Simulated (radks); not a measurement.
All-electron atom: the iron ion Fe2+ in [Ar] 3d6. Method: Dirac Kohn-Sham, OLYP, spin-unpolarised, spherical densities, finite nucleus; open shells fill j = l - 1/2 first; Fermi nuclear charge, rms radius 3.7377 fm; computed with a radial shooting solver on a logarithmic mesh with Libxc functionals.

Unscreened Slater integrals over Kohn-Sham orbitals (hartree). Large and small components are both included. Empty in this configuration: 4s1/2.

integral            value
F0(3d5/2,3d5/2)   0.86473
F2(3d5/2,3d5/2)   0.39507
F4(3d5/2,3d5/2)   0.24485
F0(3d5/2,3d3/2)   0.86669
F2(3d5/2,3d3/2)   0.39598
G2(3d5/2,3d3/2)   0.39568
G4(3d5/2,3d3/2)   0.24524
F0(3d5/2,3p3/2)   0.94659
F2(3d5/2,3p3/2)   0.44347
G1(3d5/2,3p3/2)   0.55019
G3(3d5/2,3p3/2)   0.33204
F0(3d5/2,3p1/2)   0.95112
G3(3d5/2,3p1/2)   0.33324
F0(3d5/2,4s1/2)   0.43665
G2(3d5/2,4s1/2)  0.056655
F0(3d3/2,3d3/2)   0.86867
F2(3d3/2,3d3/2)   0.39689
F0(3d3/2,3p3/2)   0.94896
F2(3d3/2,3p3/2)   0.44469
G1(3d3/2,3p3/2)   0.55149
G3(3d3/2,3p3/2)   0.33287
F0(3d3/2,3p1/2)   0.95351
G1(3d3/2,3p1/2)   0.55434
F0(3d3/2,4s1/2)   0.43691
G2(3d3/2,4s1/2)  0.056143
F0(3p3/2,3p3/2)    1.0519
F2(3p3/2,3p3/2)   0.52609
F0(3p3/2,3p1/2)    1.0575
G2(3p3/2,3p1/2)   0.52847
F0(3p3/2,4s1/2)   0.44750
G1(3p3/2,4s1/2)  0.028017
F0(3p1/2,3p1/2)    1.0633
F0(3p1/2,4s1/2)   0.44794
G1(3p1/2,4s1/2)  0.027696
F0(4s1/2,4s1/2)   0.34932
